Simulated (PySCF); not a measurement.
Correlation energy of Zr²⁸⁺ (zirconium, charge +28)

[Ne] 3s2, closed-shell 1S. All numbers are calculated (PySCF 2.14, the non-relativistic Hamiltonian (point nucleus), in an uncontracted even-tempered set (16 s from 3.9 bohr⁻², ratio 2.5; 10 p from 5 bohr⁻², ratio 2.5; 5 d from 19 bohr⁻², ratio 2.7; 4 f from 29 bohr⁻², ratio 2.7)). Frozen: 1s2; 10 electrons correlated; the 17 highest virtual orbitals of each spin left out.

| level | correlation energy (mhartree) |
| --- | --- |
| CCSD | -473.82 |
| (T) | -1.91 |
| CCSD(T) | -475.73 |

Diagnostics: T1 = 0.00048, D1 = 0.0015, largest double amplitude 0.089.

A non-relativistic calculation at this Z misses sizeable relativistic shifts.

Cost of the coupled-cluster step: of the order of 8 core-seconds, for 10 correlated electrons.

Iterations:

```
CC2 = 0
CCSD nocc = 5, nmo = 81
frozen orbitals [0, 82, 83, 84, 85, 86, 87, 88, 89, 90, 91, 92, 93, 94, 95, 96, 97, 98]
max_cycle = 100
direct = 0
conv_tol = 1e-08
conv_tol_normt = 1e-06
diis_space = 8
diis_start_cycle = 0
Init t2, MP2 energy = -2976.9287944468  E_corr(MP2) -0.434427674198079
Init E_corr(CCSD) = -0.43442767419808
cycle = 1  E_corr(CCSD) = -0.460329012121216  dE = -0.0259013379  norm(t1,t2) = 0.0323717
cycle = 2  E_corr(CCSD) = -0.469031093592098  dE = -0.00870208147  norm(t1,t2) = 0.0116601
cycle = 3  E_corr(CCSD) = -0.47382515978358  dE = -0.00479406619  norm(t1,t2) = 0.00421197
cycle = 4  E_corr(CCSD) = -0.47381897802287  dE = 6.18176071e-06  norm(t1,t2) = 2.92275e-05
cycle = 5  E_corr(CCSD) = -0.473821261010948  dE = -2.28298808e-06  norm(t1,t2) = 1.62858e-06
cycle = 6  E_corr(CCSD) = -0.473821182974843  dE = 7.80361048e-08  norm(t1,t2) = 1.25755e-07
cycle = 7  E_corr(CCSD) = -0.473821158319184  dE = 2.46556593e-08  norm(t1,t2) = 5.98881e-08
cycle = 8  E_corr(CCSD) = -0.4738211463941  dE = 1.19250838e-08  norm(t1,t2) = 3.91332e-08
cycle = 9  E_corr(CCSD) = -0.473821139294203  dE = 7.09989695e-09  norm(t1,t2) = 2.90935e-08
CCSD converged
E(CCSD) = -2976.968187911899  E_corr = -0.4738211392942035
CCSD(T) correction = -0.0019118390121465
```

At this charge a non-relativistic calculation is a model, useful for the Z dependence of the correlation energy.
